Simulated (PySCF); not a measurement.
BH2NOSi (calculated)

Calculation on a computer-drawn molecule: optimised geometry and harmonic frequencies of an isolated molecule of the commonest isotopes, restricted reference for singlets and unrestricted otherwise, frozen core in MP2. Program: PySCF 2.14.0.

### BH2NOSi

Start structure:
```xyz
6
BH2NOSi
O     -1.8351     1.4930    -3.3090
B     -1.9912     0.8491    -2.3156
N     -2.1768     0.1016    -1.1476
Si    -1.8649    -1.6013    -0.9059
H     -2.5322     0.6240    -0.3657
H     -1.3814    -1.8439    -2.3187
```

- charge: 0
- multiplicity: 1
- method: MP2
- basis: cc-pV(D+d)Z

Drawn bonds:
```csv
atom,other atom,order
1,2,2
2,3,1
3,4,1
3,5,1
4,6,1
```

To be estimated
1. What total energy does the calculation give for BH2NOSi?
2. What rotational constants does the calculation give for BH2NOSi?

Answers
1. -444.6764 hartree
2. 32.62, 2.87, 2.638 GHz

Further results for BH2NOSi:

* convergence status largest gradient component: 2.482e-05 hartree/bohr

Optimised structure:
```xyz
6
BH2NOSi
O     -1.8189     1.4744    -3.3490
B     -1.9876     0.8349    -2.3168
N     -2.1835     0.0977    -1.1222
Si    -1.8609    -1.6191    -0.9063
H     -2.5444     0.6302    -0.3300
H     -1.3863    -1.7957    -2.3382
```

Modes:
```csv
frequency (cm⁻¹),reduced mass (dalton)
159.9,6.892
252.1,1.501
472.9,7.168
517.3,9.43
705.6,4.6
717.6,1.063
920.5,1.345
1001,3.043
1262,1.452
2007,11.34
2111,1.047
3608,1.075
```
